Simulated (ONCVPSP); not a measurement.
**Plane-wave convergence, ONCV potential for niobium**

ONCVPSP 4.0.1 input, shortened (lines: element, Z, core and valence counts, functional; n l f; lmax; l rc ep ncon nbas qcut; lloc lpopt rc5 dvloc0; l nproj debl; icmod fcfact rcfact), PBE, scalar-relativistic:

```
  Nb 41.00    6    3        4      upf
    1    0    2.00
    2    0    2.00
    2    1    6.00
    3    0    2.00
    3    1    6.00
    3    2   10.00
    4    0    2.00
    4    1    6.00
    4    2    3.00
    2
    0    1.35    0.00    4    9    6.00
    1    2.00    0.00    4    7    5.50
    2    1.80    0.00    4    7    6.00
    4    5    1.10    0.00
    0    2    1.90
    1    2    3.00
    2    2    1.10
    2    0.65    0.90
```

In the s channel the program set the typed energies aside and used -2.789, 0.250 Ha.

Q: For each optimised wave give the share of its norm inside rc, the residual kinetic energy above qcut (Ha) and the cutoffs (Ha) for errors of 10, 1, 0.1 and 0.01 mHa per electron.

A:

```
         wave  norm inside rc  residual KE  10 mHa  1 mHa  0.1 mHa  0.01 mHa
           4s           0.722      2.5e-03    14.9   31.9    122.9     143.8
s projector 2           0.035      8.9e-04    12.4   17.8     35.6      90.6
           4p           0.923      6.3e-06     8.6   11.1     13.1      14.8
p projector 2           0.113      3.6e-05     8.0   10.7     13.4      40.3
           4d           0.543      3.2e-04    12.4   16.1     27.8      51.2
d projector 2           0.156      4.2e-04    12.7   16.6     20.6      36.5
```

The occupied waves need 32 Ha and 123 Ha for 1 and 0.1 mHa.
